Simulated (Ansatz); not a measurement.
Consider the atomization: `[CH2]1[SiH2][NH][GeH2]1` → C• + Ge• + 7 H• + N• + Si•.

Gas-phase electronic energies from Ansatz, PBE0-D4/def2-TZVP geometries. CCSD(T)/CBS is the MP2 limit (def2-TZVPP, def2-QZVPP) plus CCSD(T) − MP2 in def2-TZVPP, frozen cores. This one scheme is used for every species, atoms too. DFT in def2-TZVPP. B3LYP here is the variant with VWN-RPA as its local correlation; programs differ in this. No spin–orbit coupling; open shells (•) take unrestricted orbitals. Spin–orbit coupling would lower the free atoms: a little for C, Si; clearly for Ge. Bonds to Ge are less sure, by a few kJ/mol each and by 10 to 20 or more in all where they break to atoms, as the def2 sets lack core-valence functions. Scalar relativity is left out up to krypton.

**Question.** What is ΔE at CCSD(T)/CBS? (Best estimate.)

**Answer.** The calculation gave: +877.9 kcal/mol.

**Question.** What do these levels give: PBE0-D4, ωB97X-V, B2PLYP, PBE, B3LYP, MP2/def2-TZVPP, SCS-MP2/def2-TZVPP, CCSD/def2-TZVPP, CCSD(T)/def2-TZVPP, HF/def2-QZVPP, MP2/def2-QZVPP, CCSD/CBS(def2)? (Best estimate.)

**Answer.** Computed: PBE0-D4 870.5, ωB97X-V 882.1, B2PLYP 863.4, PBE 872.6, B3LYP 862.4, MP2/def2-TZVPP 859.8, SCS-MP2/def2-TZVPP 863.4, CCSD/def2-TZVPP 843.8, CCSD(T)/def2-TZVPP 855.5, HF/def2-QZVPP 632.0, MP2/def2-QZVPP 873.0, CCSD/CBS(def2) 866.1 kcal/mol.

Largest T1 diagnostic among the species: 0.012.

From PBE to PBE0 (25 % exact exchange), in def2-TZVPP and without D4, ΔE moves by −7.2 kcal/mol: exact exchange takes away binding that semilocal exchange gives to molecules. In def2-TZVPP, CCSD(T) changes the Hartree–Fock value by +224.7 kcal/mol (the triples alone add +11.8 kcal/mol) and MP2 by +229.0 kcal/mol; breaking electron pairs costs correlation energy, which Hartree–Fock lacks. The D4 term adds +9.9 kcal/mol with B3LYP and +5.1 kcal/mol with PBE0; it sums over pairs of atoms, weighted by their polarisabilities, and B3LYP, whose exchange is more repulsive, gets the larger term.

For atomizations the MP2-based limit and the directly extrapolated one differ by several kJ/mol either way, and by 10 to 25 for some Ge, Se and Sn compounds, so smaller differences from it don't rank the levels.
